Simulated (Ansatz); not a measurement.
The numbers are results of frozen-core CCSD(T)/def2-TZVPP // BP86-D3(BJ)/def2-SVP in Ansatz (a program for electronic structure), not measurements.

Ansatz 0.2 input:
```yaml
crystal:
  periodic: [false, false, false]
  atoms:
    - { symbol: Zn, position_ang: [0.0, 0.0, 0.0] }
    - { symbol: H, position_ang: [1.178422, -0.379824, 0.931108] }
    - { symbol: H, position_ang: [-1.178422, 0.379824, -0.931108] }
basis:
  gaussian: { orbitals: def2-TZVPP }
correlation:
  method: ccsd_t
```

Output:

```
Functional definition: HF
603 factors; integrals over basis functions are off by at most 1.1e-3 eV
mean field evaluation 1: about -48406.7457 eV, gradient 1.1e1 eV
mean field evaluation 2: about -48406.7517 eV, gradient 1.1e1 eV
mean field evaluation 4: about -48407.1455 eV, gradient 2.4e0 eV
mean field evaluation 8: about -48407.1594 eV, gradient 2.8e-5 eV
mean field evaluation 16: about -48407.1591 eV, gradient 3.8e-1 eV
mean field -48407.15937226 eV, -1778.9302953795 hartree, gradient 1.3e-6 eV, S^2 0.000000; 0 other end points of the search recorded, 0 dependent functions left out
5 core orbitals not correlated
reference -48407.15937226 eV, -1778.9302953795 hartree; 11, 11 occupied and 76, 76 virtual orbitals, 603 factors
second order -23.31470785 eV of doubles, -0.00000000 eV of singles
cycle   1  -20.18350264 eV  change     3.1e0 eV  update   1.4e-1
cycle   2  -21.21750000 eV  change    -1.0e0 eV  update   7.3e-2
cycle   3  -21.43535184 eV  change   -2.2e-1 eV  update   2.0e-2
cycle   4  -21.36679214 eV  change    6.9e-2 eV  update   7.4e-3
cycle   5  -21.35235032 eV  change    1.4e-2 eV  update   2.6e-3
cycle   6  -21.35786027 eV  change   -5.5e-3 eV  update   8.9e-4
cycle   7  -21.35830796 eV  change   -4.5e-4 eV  update   2.9e-4
cycle   8  -21.35786003 eV  change    4.5e-4 eV  update   9.8e-5
cycle   9  -21.35794287 eV  change   -8.3e-5 eV  update   3.2e-5
cycle  10  -21.35800550 eV  change   -6.3e-5 eV  update   7.1e-6
cycle  11  -21.35798718 eV  change    1.8e-5 eV  update   4.5e-6
perturbative correction -0.46907638 eV, -0.0172382391 hartree
Total energy: -48428.98643582 eV, -1779.7324251705 hartree
```

Cost: roughly 4 core-seconds.
